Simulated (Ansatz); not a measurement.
Molecule: C₃H₈ISi, charge 0, multiplicity 2. It need not be the lowest isomer of its formula. 
Structure (B3LYP-D3(BJ)/def2-TZVP (Ansatz, a program for electronic structure) minimum search):
```xyz
13

C     -1.3210    -0.9727    -1.8929
Si     0.1232    -0.0404    -1.2671
C      1.7329    -0.9190    -1.6129
C      0.1261     1.7313    -1.8535
I     -0.1495     0.0206     1.2254
H     -2.2735    -0.4980    -2.1006
H     -1.3295    -2.0550    -1.9592
H      1.7092    -1.9400    -1.2301
H      2.5671    -0.3988    -1.1403
H      1.9153    -0.9585    -2.6900
H      0.9351     2.2929    -1.3846
H      0.2624     1.7679    -2.9375
H     -0.8155     2.2242    -1.6082
```
Charge 0, spin multiplicity 2.

Dipole moments at this geometry, in debye (magnitudes).

```
level               program  dipole (D)
------------------  -------  ----------
PBE/def2-TZVPD       Ansatz        2.29
BLYP/def2-TZVPD      Ansatz        2.25
r2SCAN/def2-TZVPD    Ansatz        2.48
PBE0/def2-TZVPD      Ansatz        2.52
BHLYP/def2-TZVPD     Ansatz           ?
r2SCANh/def2-TZVPD   Ansatz        2.53
HSE06/def2-TZVPD     Ansatz        2.51
LC-wPBE/def2-TZVPD   Ansatz        2.68
CCSD(T)/def2-SVPD    Ansatz           ?
```

### Question
Complete the blanks.

### Answer

- BHLYP/def2-TZVPD, dipole (D): 2.64
- CCSD(T)/def2-SVPD, dipole (D): 2.43
